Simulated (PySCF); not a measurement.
# Polarisability and C₆ of Al(2+) (aluminium, charge +2)

[Ne] 3s1, 2S determinant. All numbers are calculated (PySCF 2.14, the non-relativistic Hamiltonian (point nucleus), in def2-QZVPPD). Coupled (time-dependent) response in atomic units; α is the mean over directions.

```json
{"method": "UHF", "mean α (bohr³)": "15.43", "C₆ (like pair)": "43.93", "S(−4)": "271.1"}
{"method": "PBE", "mean α (bohr³)": "13.63", "C₆ (like pair)": "36.50", "S(−4)": "214.2"}
{"method": "PBE0", "mean α (bohr³)": "14.17", "C₆ (like pair)": "38.64", "S(−4)": "231.0"}
{"method": "B3LYP", "mean α (bohr³)": "12.88", "C₆ (like pair)": "33.62", "S(−4)": "190.6"}
{"method": "wB97X-V", "mean α (bohr³)": "14.50", "C₆ (like pair)": "39.96", "S(−4)": "242.2"}
```

S(−4) is the Cauchy moment in α(ω) = α(0) + S(−4) ω² + …

α(iu) at PBE0:

```
u (hartree)  α(iu) (bohr³)
          0          14.17
     0.0500          13.61
      0.100          12.19
      0.200          8.632
      0.300          5.868
      0.500          3.010
      0.750          1.652
       1.00          1.085
       1.50         0.6298
       2.00         0.4466
       3.00         0.2855
       5.00         0.1594
```

For an ion, C₆ is the dispersion term alone; charge-induced terms of lower order in 1/R come first.
